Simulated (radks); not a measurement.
Tc16+, configuration [Ar] 3d9 (the NIST ground configuration).

All-electron calculation, Dirac Kohn-Sham, exchange-only PBE, spin-unpolarised, spherical densities, finite nucleus; open shells fill j = l - 1/2 first; Fermi nuclear charge, rms radius 4.4112 fm. Program: a radial shooting solver on a logarithmic mesh with Libxc functionals.

Energy parts (eV):
| part | energy |
|---|---|
| total | -113789.385 |
| kinetic | 118327.350 |
| electron-nucleus | -263719.212 |
| Hartree | 34705.644 |
| exchange | -3103.167 |

Orbitals (lengths in bohr, moments of r in powers of bohr):
orbital,occ.,eigenvalue (eV),<r>,<r^2>
1s1/2,2,-21275.29,0.03428,0.001586
2s1/2,2,-3382.454,0.1490,0.02624
2p1/2,2,-3152.700,0.1269,0.01976
2p3/2,4,-3034.034,0.1315,0.02110
3s1/2,2,-898.3647,0.4071,0.1894
3p1/2,2,-810.1171,0.3988,0.1846
3p3/2,4,-789.2015,0.4085,0.1933
3d3/2,4,-634.6978,0.3791,0.1705
3d5/2,5,-630.5375,0.3821,0.1731

The highest occupied level is 3d5/2 at -630.54 eV. For comparison, the ionisation energy in NIST's Atomic Spectra Database is 655 eV (theoretical). In exact Kohn-Sham theory the highest level is minus the ionisation energy, but local and semilocal functionals leave it too shallow, through self-interaction and a potential that decays too fast; potentials with the right tail come closer. The density falls to 0.001 e/bohr^3 at r = 1.29 bohr.

Beside tabulated values, note that spin-unpolarised runs miss the spin-polarisation part of the exchange energy of open shells.
